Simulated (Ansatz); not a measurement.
Born–Oppenheimer molecular dynamics of C$_{2}$H$_{6}$AlCl$_{2}$N (12 atoms, charge 0, multiplicity 1). It starts from a rough guess of a transition structure, not a stationary point.

All numbers below come from UKS CAM-B3LYP-D4/STO-3G (Ansatz 0.2.0).

```
ensemble                      : NVE (velocity Verlet)
time step                     : 0.5 fs
steps asked                   : 150
starting velocities drawn for : 300 K
seed                          : 991360
```

First frame:

```xyz
12
Properties=species:S:1:pos:R:3
Al 0.177 0.322 -1.625
Cl 2.722 0.528 -1.136
N -0.582 -0.073 -0.057
C -0.945 -1.213 0.758
C 0.301 0.882 0.598
H 1.625 0.686 0.238
Cl -0.374 0.598 -3.539
H -1.566 -0.864 1.591
H -1.524 -1.917 0.164
H -0.076 -1.732 1.173
H 0.163 0.903 1.677
H 0.079 1.880 0.158
```

(1) How far do the bonds stretch over the last three quarters of this one trajectory? (Pairs bonded in most of those frames.)

## Answers

(1) 
```json
{"bond": "Al1–Cl2", "mean (Å)": "2.104", "spread (Å)": "0.172", "shortest": "1.82", "longest": "2.34"}
{"bond": "Al1–N3", "mean (Å)": "1.770", "spread (Å)": "0.073", "shortest": "1.66", "longest": "1.88"}
{"bond": "Al1–Cl7", "mean (Å)": "2.086", "spread (Å)": "0.082", "shortest": "1.96", "longest": "2.25"}
{"bond": "N3–C4", "mean (Å)": "1.496", "spread (Å)": "0.048", "shortest": "1.43", "longest": "1.58"}
{"bond": "N3–C5", "mean (Å)": "1.512", "spread (Å)": "0.062", "shortest": "1.41", "longest": "1.63"}
{"bond": "C4–H8", "mean (Å)": "1.108", "spread (Å)": "0.029", "shortest": "1.06", "longest": "1.16"}
{"bond": "C4–H9", "mean (Å)": "1.112", "spread (Å)": "0.021", "shortest": "1.07", "longest": "1.14"}
{"bond": "C4–H10", "mean (Å)": "1.111", "spread (Å)": "0.024", "shortest": "1.07", "longest": "1.15"}
{"bond": "C5–H6", "mean (Å)": "1.160", "spread (Å)": "0.123", "shortest": "0.94", "longest": "1.36"}
{"bond": "C5–H11", "mean (Å)": "1.121", "spread (Å)": "0.061", "shortest": "1.01", "longest": "1.24"}
{"bond": "C5–H12", "mean (Å)": "1.113", "spread (Å)": "0.050", "shortest": "1.03", "longest": "1.20"}
```

Pairs bonded in part of these frames only: Al1–C4 34 %, C5–H6 95 %.

Mean temperature of the second half: 1763 K. The conserved energy stayed within 1.9 meV per atom of its start (net change -0.47 meV per atom), so the integration is sound. The kinetic energy rose, since the run started high on the potential surface and went downhill. A run of 0.075 ps of so small a system gives no equilibrium averages. The orbitals were unrestricted but ended closed-shell. Limits of this set-up: minimal basis.

The run took 13 min on 1 thread of Arm Neoverse V2 (shared host), peak memory 0.22 GiB.
